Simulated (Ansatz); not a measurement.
`CCOC(=O)CCCCl` at its PBE0-D4/def2-TZVP geometry, where that method's forces vanish. Charge 0, multiplicity 1.

```xyz
20

C     0.9230   -1.6178   -2.7056
C     0.4274   -0.2112   -2.4780
O     0.8407    0.2893   -1.1982
C     0.0742   -0.0376   -0.1529
O    -0.9327   -0.6905   -0.2342
C     0.6528    0.5080    1.1258
C    -0.2627    0.3468    2.3270
C    -1.4818    1.2362    2.2339
Cl   -2.4972    1.0912    3.6932
H     0.4716   -2.3075   -1.9913
H     0.6531   -1.9455   -3.7122
H     2.0095   -1.6674   -2.6104
H     0.8612    0.4854   -3.1961
H    -0.6608   -0.1617   -2.5409
H     0.9297    1.5537    0.9599
H     1.5968   -0.0204    1.2941
H     0.2913    0.5920    3.2362
H    -0.5840   -0.6935    2.4096
H    -2.1079    0.9621    1.3869
H    -1.2041    2.2881    2.1531
```

(1) What forces (eV/Å) does ωB97M-V/def2-TZVPP give on these atoms in Ansatz 0.2.0? (Best estimate.)

Answers

(1) Computed: 
```
C1   0.060 -0.189 -0.025
C2  -0.163  0.116 -0.244
O3   0.175  0.099  0.009
C4  -0.009  0.013  0.108
O5  -0.126 -0.091 -0.023
C6   0.228  0.089  0.038
C7   0.041 -0.146  0.162
C8  -0.078  0.154 -0.190
Cl9 -0.065 -0.023  0.115
H10  0.031  0.051 -0.044
H11  0.020  0.024  0.078
H12 -0.079  0.011 -0.002
H13 -0.043 -0.064  0.057
H14  0.096  0.001 -0.006
H15 -0.036 -0.071  0.006
H16 -0.076  0.036 -0.024
H17 -0.045 -0.015 -0.061
H18  0.018  0.072 -0.004
H19  0.065  0.028  0.060
H20 -0.010 -0.093 -0.010
```
